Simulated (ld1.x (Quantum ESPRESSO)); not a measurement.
The numbers below are computed, except where a source is named.
Potentials for Tl compared

Generated with ld1.x 7.5 (TM, RRKJ, ultrasoft, PAW), atompaw 4.2 or ONCVPSP 4.0.1. The cutoff is in Ry: for ld1.x and atompaw files where the sum of valence levels is converged to 10 mRy in a Bessel basis, for ONCV files where the hardest occupied wave has 1 mHa per electron of residual kinetic energy. The error is the largest all-electron minus pseudo excitation energy over each file’s own four to seven test configurations (ionisations up to +4, promotions, holes and added fractions of an electron), all of which were solved. The labels leave out finer settings (local radius, basis sizes, second energies), which also bear on the numbers. Spin-polarised tests are not counted. The rows are a selection from randomly drawn settings: files with unsolved tests, undetermined cutoffs or missed reference levels are left out.

A true bound ghost makes a file unfit for plane-wave use even where its test errors are small: the radial tests pick states by their node count and pass the ghost by.

```tsv
potential	cutoff (Ry)	largest error (meV)	bound ghosts
TM semilocal, PBEsol, scalar-relativistic, rc 1.90/3.10/1.50 (spd), local s, core correction yes, reference 5d10 6s2 6p1	50	-96	none
TM, PBE, scalar-relativistic, rc 2.10/2.85/1.95 (spd), local s, core correction no, reference 5d10 6s1.5 6p0	50	-145	none
TM, Wu–Cohen, scalar-relativistic, rc 2.20/2.60/1.95 (spd), local s, core correction yes, reference 6s2 6p1	18	-429	none
RRKJ, revPBE, scalar-relativistic, rc 2.25/2.35 (sp), local s, core correction yes, reference 6s2 6p1	18	-405	none
TM, PBE, fully relativistic, rc 1.85/2.45 (sp), local smoothed, core correction no, reference 6s1.5 6p1.5	21	+149	s, d
```

Task: Fill in the row for Tl: TM, PBE, fully relativistic, rc 2.15/3.25/2.90 (spd), local s, core correction yes, reference 6s2 6p1.

Result: cutoff 18 Ry, largest error -405 meV, bound ghosts: d3/2, d5/2.
